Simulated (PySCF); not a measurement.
**Exercise with solution: entropy of an ideal gas**

SrCl, SMILES [Cl][Sr+], charge +1.

Coordinates come from a PBE-D3(BJ)/def2-TZVPD optimisation. The multiplicity is an assumed one; other spin states were not compared. The def2 effective core potentials stand for the cores of Sr; spin–orbit coupling is left out.

PySCF with PBE-D3(BJ)/def2-TZVPD gives the harmonic wavenumbers 359 cm⁻¹ and the rotational temperature 0.1577 K. The molar mass is 123.07 g/mol, the symmetry number 1, the spin multiplicity 1.

### Question
Work out the entropy at 298.15 K and 1 atm in the rigid-rotor, harmonic-oscillator model.

### Answer

Translation (Sackur–Tetrode at 1 atm): S = R[1.5 ln M + 2.5 ln T − 1.16487] = 168.8 J/(mol K).
Rotation: q = T/(σ θ) = 1890, S = R[ln q + 1] = 71.0 J/(mol K).
Vibration: with u = 1.4388 ν/T, each mode gives R[u/(e^u − 1) − ln(1 − e^−u)]:
| ν (cm⁻¹) | modes | u | S (J/(mol K)) |
|---|---|---|---|
| 359 | 1 | 1.73 | 4.71 |
These are all the modes. Sum 4.7 J/(mol K).
Spin: R ln 1 = 0.0 J/(mol K).
Total 244.5 J/(mol K); the program's own thermochemistry gives 244.5. Translation makes up 69 % and vibration 2 %. Anharmonicity, hindered rotation and orbital degeneracy are left out.
